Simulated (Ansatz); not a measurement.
C2HClSi, SMILES `C#C[Si]Cl` (excited triplet) (charge 0, multiplicity 3). This triplet is an excited state, 1.69 eV above the relaxed singlet at the level B3LYP/cc-pVTZ // PBE0-D3(BJ)/def2-TZVP (Ansatz, a quantum-chemistry and plane-wave program).

Cartesian coordinates (Å):
```xyz
5

C     -1.4612     0.1033    -0.0680
C     -0.3108    -0.1686    -0.3499
Si     1.3044    -0.7040    -0.8382
Cl     2.9339     0.4163    -0.3244
H     -2.4663     0.3530     0.1847
```
Charge 0, spin multiplicity 3.

Problem. Give the natural occupations of the active orbitals, the CASSCF energy and the corrected energy for frozen-core fic-MRCISD+Q@CASSCF(6e,6o)/cc-pVTZ // PBE0-D3(BJ)/def2-TZVP (Ansatz).

Solution. 
The natural occupations is 1.94, 1.93, 1.00, 1.00, 0.06, 0.06 and the CASSCF energy comes out as -824.7903 Ha. The corrected energy is -825.3203 Ha and the weight of the reference is 0.868.
